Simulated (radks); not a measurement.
Species: Cu. Configuration: [Ar] 3d10 4s1 (the NIST ground configuration).

All-electron calculation, scalar-relativistic Kohn-Sham, LB94 model potential, spin-polarised, spherical densities, finite nucleus; open shells are filled with parallel spins first; Fermi nuclear charge, rms radius 3.8823 fm. Program: a radial shooting solver on a logarithmic mesh with Libxc functionals.

Energy parts (Ry):
part                   energy
kinetic            3376.40579
electron-nucleus  -7998.19172
Hartree            1447.95111
(The LB94 potential has no energy functional, so no total or exchange-correlation energy is given.)

Orbitals (lengths in bohr, moments of r in powers of bohr; <r^-3> diverges for s and p1/2; r(90%) holds 90 % of the orbital's charge):
orbital	occ.	eigenvalue (Ry)	r(90%)	<r^2>	<r^4>	<r^-3>
1s up	1	-656.3262	0.0929	0.003637	0.00003395	-
1s down	1	-656.3219	0.0929	0.003637	0.00003396	-
2s up	1	-79.68839	0.362	0.06477	0.007261	-
2s down	1	-79.68680	0.362	0.06478	0.007261	-
2p up	3	-69.04771	0.336	0.05174	0.005388	716.1
2p down	3	-69.04643	0.336	0.05174	0.005388	716.1
3s up	1	-8.82762	1.07	0.5915	0.5744	-
3s down	1	-8.82122	1.08	0.5927	0.5776	-
3p up	3	-5.73196	1.17	0.6699	0.8043	89.88
3p down	3	-5.72840	1.17	0.6725	0.8123	89.68
3d up	5	-0.83143	1.79	1.385	6.235	7.935
3d down	5	-0.84029	1.82	1.416	6.452	7.832
4s up	1	-0.66749	4.18	8.582	129.3	-
4s down	0	-0.69724	4.07	8.203	116.9	-

The highest occupied level is 4s up at -9.082 eV. The configuration is held as typed, so some empty levels lie below it. The density falls to 0.001 e/bohr^3 at r = 3.92 bohr. Summed over all electrons, <r^2> = 28.24 bohr^2, which gives a Langevin (diamagnetic) susceptibility term of -22.4 x 10^-6 cm^3/mol. The spin density at the nucleus is 8.842 e/bohr^3 (1s 0.092, 2s 0.024, 3s 0.172, 4s 8.554). The electron density at the nucleus is 2.241e+04 e/bohr^3 (large components only).
